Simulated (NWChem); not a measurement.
Molecule: BH, singlet; SMILES [BH]

All runs: NWChem. Low-valent species are run as closed-shell singlets; no triplet was tried in these runs. Geometry: optimised at PBE0/def2-SVP. B3LYP is NWChem's, with the RPA form of VWN correlation. Vertical excitations in the gas phase; the lowest state need not have the same character in each row.

For level B3LYP/aug-cc-pVDZ, TDA:

```yaml
orbital gap (eV): 3.91
```

**Question.** Estimate the same quantities for level PBE0/aug-cc-pVDZ, TDA.

**Answer.** orbital gap (eV): 4.31
